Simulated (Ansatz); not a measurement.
`[Cl][Zr]([Cl])([Cl])[SeH]` + H₂S → `[SH][Zr]([Cl])([Cl])[Cl]` + H₂Se at 298.15 K and 1 bar (ligand exchange at a Zr–Se bond).

Calculated with Ansatz (gas phase, PBE0-D4/def2-TZVP geometries, no zero-point term in ΔE). CBS: MP2 limit from def2 TZ/QZ plus the TZ coupled-cluster correction, frozen cores. This one scheme is used for every species. def2 core potentials past Kr. For Se, Zr outer-core shells are correlated without core-valence functions, which leaves a few kJ/mol of doubt a bond. Scalar relativity is left out up to krypton. One conformer a species, not always the lowest.

| species | CCSD(T)/CBS energy (Eh) | H − E (kJ/mol) | S (J/(mol·K)) |
| --- | --- | --- | --- |
| `[Cl][Zr]([Cl])([Cl])[SeH]` | -3827.90886 | 55.3 | 422.4 |
| H₂S | -398.97279 | 49.9 | 205.7 |
| `[SH][Zr]([Cl])([Cl])[Cl]` | -1824.98006 | 57.5 | 409.3 |
| H₂Se | -2401.89790 | 45.8 | 219.1 |

H − E and S are ideal-gas, rigid-rotor, harmonic terms from PBE0-D4/def2-TZVP, for one conformer and one mirror image of each species. 1 Eh = 2625.50 kJ/mol, R = 8.31446 J/(mol·K).

**Question.** By hand: ΔE, ΔH, ΔS and ΔG.

**Answer.** ΔE = (-1824.98006) + (-2401.89790) − (-3827.90886) − (-398.97279) = 0.00369 Eh = 9.7 kJ/mol. Δ(H − E) = 57.5 + 45.8 − 55.3 − 49.9 = -1.9, so ΔH = 7.8 kJ/mol. ΔS = 409.3 + 219.1 − 422.4 − 205.7 = 0.3 J/(mol·K). ΔG = 7.8 − 298.15 × (0.3)/1000 = 7.7 kJ/mol.

**Question.** By hand: the equilibrium constant, and the temperature at which ΔG would vanish if ΔH and ΔS stayed fixed.

**Answer.** log₁₀ K = −ΔG/(RT ln 10) = -1.3. ΔG = 0 at ΔH/ΔS = 26000 K, far beyond where these terms or the molecules hold.

The number of gas molecules stays the same, so ΔS is small and ΔH decides. A doubt of 5 kJ/mol in ΔE shifts log₁₀ K by 0.9 here. Other conformers and mirror images would add mixing entropy, several J/(mol·K) or more a flexible species. These are equilibria of isolated gas molecules and say nothing of rates. Largest T1 diagnostic: 0.016 (customary marks: 0.02 for closed shells, 0.045 for open ones).
